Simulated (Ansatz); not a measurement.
Conformers of Cl$_{2}$FH$_{3}$SSi$_{2}$ (`F[SiH](Cl)S[SiH2]Cl`), each relaxed with PBE0-D4/def2-TZVP in Ansatz. CBS adds the triple-zeta coupled-cluster correction to the MP2 limit.

Not all of them had a frequency check.

Conformer A:

```xyz
9

F     0.952    0.484    1.685
Si   -0.456    0.974    1.135
Cl   -1.696    1.319    2.705
S    -1.343   -0.548   -0.036
Si    0.353   -1.128   -1.194
Cl    1.208    0.480   -2.137
H    -0.238    2.229    0.403
H    -0.175   -2.062   -2.210
H     1.394   -1.748   -0.352
```

Conformer B:

Z-matrix (Å, degrees):
```
Si
Cl 1 2.031
S 1 2.114 2 112.7
F 1 1.589 2 107.1 3 -121.1
H 1 1.471 2 109.1 3 120.6
Si 3 2.137 1 101.3 2 -82.9
Cl 6 2.045 3 112.3 1 66.3
H 6 1.475 3 111.1 1 -54.6
H 6 1.477 3 104.1 1 -175.9
```

Which is lowest in electronic energy at CCSD(T)/CBS (frozen core, def2 sets), and by how much? (Estimate.)

Computed: A; B lies 1.8 kJ/mol higher. Gaps under about 2 kJ/mol don't settle the order.

Give the energies relative to A (kJ/mol) with PBE-D4/def2-TZVPP, ωB97X-V/def2-TZVPP, PBE/def2-TZVPP, MP2/def2-TZVPP, CCSD(T)/def2-TZVPP, MP2/CBS(def2), CCSD/CBS(def2). (Best estimate.)

The calculation gave: 
| level | B |
| --- | --- |
| PBE-D4/def2-TZVPP | 1.0 |
| ωB97X-V/def2-TZVPP | 1.5 |
| PBE/def2-TZVPP | 2.1 |
| MP2/def2-TZVPP | 2.0 |
| CCSD(T)/def2-TZVPP | 2.1 |
| MP2/CBS(def2) | 1.7 |
| CCSD/CBS(def2) | 1.9 |
